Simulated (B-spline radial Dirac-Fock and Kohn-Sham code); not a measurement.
# Dipole and non-dipole photoemission parameters of Mn³⁺ 2p1/2

System: manganese as Mn³⁺ in the configuration 1s2 2s2 2p6 3s2 3p6 3d4; threshold 702.7 eV (orbital energy of the model). These are calculated numbers from a radial B-spline solver; the model is Dirac-Hartree-Slater photoionisation with a Latter tail; cross sections with all multipoles, angular parameters from the dipole term and its interference with E2.

The run's input, task.json:

```json
{"items": [{
  "Z": 25,
  "q": 3,
  "cfg": [[1, 0, 2], [2, 0, 2], [2, 1, 6], [3, 0, 2], [3, 1, 6], [3, 2, 4]],
  "A": 55,
  "rrms": 3.7057,
  "do": "xps",
  "hv": [51.7, 57.3, 80, 96.1, 131.0, 150, 151.0, 174.0, 192.0, 203.0, 229.0, 280.0, 288.0, 430.0, 582.0, 662.0, 800, 1000, 1350.0, 1930.0, 2000, 2790.0, 3240.0, 5414.7, 5740.0, 7630.0, 8047.8, 12000, 12300.0, 13400.0]
}]}
```

Run with: `python xray2_run.py task.json out`

For linearly polarised light dσ/dΩ = σ/(4π) [1 + β P₂(cos θ) + (δ + γ cos²θ) sin θ cos φ], with θ from the polarisation vector and φ the angle between the beam and the projection of the electron momentum on the plane normal to the polarisation.

```csv
hν (eV),σ (kb),β,γ,δ
800,325,1.187,-0.090,0.009
1000,186,1.407,0.044,0.017
1350,84.4,1.457,0.251,0.025
1930,30.8,1.403,0.497,0.036
2000,27.8,1.394,0.521,0.038
2790,10.3,1.287,0.740,0.056
3240,6.52,1.228,0.831,0.067
5414.7,1.27,0.998,1.116,0.120
5740,?,?,?,?
7630,0.405,0.836,1.281,0.172
8047.8,0.338,0.811,1.305,0.181
12000,0.0849,0.632,1.474,0.263
12300,0.0778,0.622,1.484,0.269
13400,0.0575,0.587,1.519,0.289
```

Q: Give the values at 5740 eV.

A: σ = 1.05 kb, β = 0.970, γ = 1.145, δ = 0.128.
